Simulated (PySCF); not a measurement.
Ligand exchange on a metal centre used in film growth or etching (Cd Cl-Br). All species are isolated molecules in the gas phase.

The HOMO from two functionals at the same geometries (PBE-D3(BJ)/def2-SVP), both in PySCF: PBE-D3(BJ)/def2-TZVP and TPSSh-D3(BJ)/def2-TZVP. 

```tsv
species	PBE-D3(BJ)/def2-TZVP (eV)
0 of 2 Cl replaced by Br	-7.52
1 of 2 Cl replaced by Br ([Cd(Cl)(Br)])	-7.28
2 of 2 Cl replaced by Br ([Cd(Br)2])	-7.14
```

### Question
What does TPSSh-D3(BJ)/def2-TZVP give for each?

### Answer

- 0 of 2 Cl replaced by Br: -8.15
- 1 of 2 Cl replaced by Br ([Cd(Cl)(Br)]): -7.86
- 2 of 2 Cl replaced by Br ([Cd(Br)2]): -7.72
Over these rows, drawn at random from the members with no instability flagged (it was tested for open shells, ions and some series alone), PBE minus TPSSh-D3(BJ): mean +0.60 eV, from +0.58 eV to +0.63 eV.
